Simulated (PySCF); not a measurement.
# Unknown compound

Molecular formula: C7H8N2. Simulated spectra:

¹H NMR (500 MHz, computed): δ 7.65 (br s, 1H), 7.02 (m, 1H), 6.23 (m, 1H), 2.65 (q, 2H), 1.23 (t, 3H).

¹³C{¹H} NMR (computed): δ 143.5 (C), 128.8 (CH), 119.1 (C), 112.7 (CH), 104.2 (C), 26.4 (CH2), 20.4 (CH3).

All values are calculated (PySCF 2.14.0 with density-fitted response routines): shielding tensors at PBE0/pcSseg-1 (GIAO), GFN2-xTB structure. One conformer, rapidly exchanging positions averaged, relativity neglected, no solvent.

References, each an isolated molecule treated in the same way: ¹H, ¹³C vs TMS.

Q: Deduce the structure.

A: 
The formula gives 5 degrees of unsaturation (1 ring in the answer). 7 carbon signals for 7 carbons: no two carbons are equivalent. Carbon types of the structure: 3 × C, 2 × CH, 1 × CH2, 1 × CH3, leaving 1 H on heteroatoms. δC 143.5, 104.2: substituted aromatic carbon next to a ring nitrogen. δC 128.8, 112.7: aromatic CH. δC 119.1: nitrile carbon; this is the usual window of a C≡N carbon, which has no attached hydrogen. δC 26.4: sp3 CH2 on an aromatic ring; saturated and bonded to C and H only. δC 20.4: methyl carbon; aliphatic region, no heteroatom directly attached. δH 7.02, 6.23: hydrogen on an aromatic CH; aromatic region. δH 2.65: hydrogen on an sp3 CH2 on an aromatic ring; benzylic-type position, deshielded by the ring.

The compound is SMILES CCc1ccc(C#N)[nH]1.

The data come from this structure; uniqueness wasn't tested.

Exchangeable OH/NH protons stand at their gas-phase positions; hydrogen bonding in a real sample shifts them, mostly to higher δ. Shifts are as computed. Against solution values, carbons near 30 ppm lie about +3 ppm off and those near 130 ppm about +5 ppm. Of 1211 compounds with measured shifts, 218 miss one by over three times the rms of a fit or turn the order of signals round; such compounds aren't used in these exercises. No couplings were computed; multiplicities are counted from neighbouring protons, with m where these are inequivalent, close in shift, in a saturated or five-membered ring or joined by F or P, and br s for small geminal =CH2 splittings.
